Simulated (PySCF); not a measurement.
# Polarisability and C₆ of Cr (chromium, neutral)

[Ar] 3d5 4s1, high-spin 7S determinant. Computed with PySCF 2.14 in aug-cc-pwCVTZ-DK with one added diffuse shell each of s, p, d, f, g type (11s10p8d5f4g, 152 functions), with the spin-free X2C one-electron Hamiltonian (Gaussian nucleus). Coupled (time-dependent) response in atomic units; α is the mean over directions.

```
method  mean α (bohr³)  C₆ (like pair)  S(−4)
   UHF           107.2           979.0  10200
```

S(−4) is the Cauchy moment in α(ω) = α(0) + S(−4) ω² + …

Reference α: 83 ± 12 bohr³ (recommended; Schwerdtfeger and Nagle, table of static dipole polarizabilities (2023 update)). Published C₆: 602.0 (Chu and Dalgarno (2004); Tang, Norbeck and Certain (1976)).

Hartree-Fock lies above the reference because it lacks correlation, which contracts the outer shell.

α(iu) at UHF:

```
u (hartree)  α(iu) (bohr³)
          0          107.2
     0.0500          87.11
      0.100          57.65
      0.200          27.39
      0.300          16.30
      0.500          8.505
      0.750          5.197
       1.00          3.684
       1.50          2.245
       2.00          1.550
       3.00         0.8806
       5.00         0.4011
```
